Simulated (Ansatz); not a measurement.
Wavefunction ladder for GeH₁₀Si₃ (`[SiH3][SiH2][GeH2][SiH3]`)

Cartesian coordinates in Å:
```
Si -1.564 -0.778 -1.637
Si 0.096 -1.627 -0.228
Ge 0.510 -0.080 1.535
Si 1.119 2.042 0.647
H -1.101 0.504 -2.235
H -1.888 -1.727 -2.735
H -2.800 -0.513 -0.853
H -0.325 -2.943 0.327
H 1.353 -1.828 -1.001
H 1.625 -0.604 2.459
H -0.768 0.070 2.383
H 2.313 1.896 -0.228
H 1.434 3.007 1.733
H -0.003 2.581 -0.165
```

Charge 0, multiplicity 1. Correlated methods include outer-core shells of Ge, which these sets cover unevenly. Scalar relativity is left out up to krypton. Geometry: relaxed with PBE0-D4/def2-TZVP. It is one conformer, not always the lowest. Frozen core, restricted reference, Ansatz 0.2.0.

```json
{"basis": "def2-SVP", "HF (Eh)": "-2947.44126", "MP2 corr.": "-0.54570"}
{"basis": "def2-TZVPP", "HF (Eh)": "-2948.01402", "MP2 corr.": "-0.65081"}
{"basis": "def2-QZVPP", "HF (Eh)": "-2948.08264", "MP2 corr.": "-0.94277"}
```

(1) Estimate the CCSD correlation energy and the (T) correction in each basis where they were run (hartree).

## Answers

(1) 
```tsv
basis	CCSD corr.	(T)
def2-SVP	-0.62052	-0.01747
def2-TZVPP	-0.72803	-0.02579
```
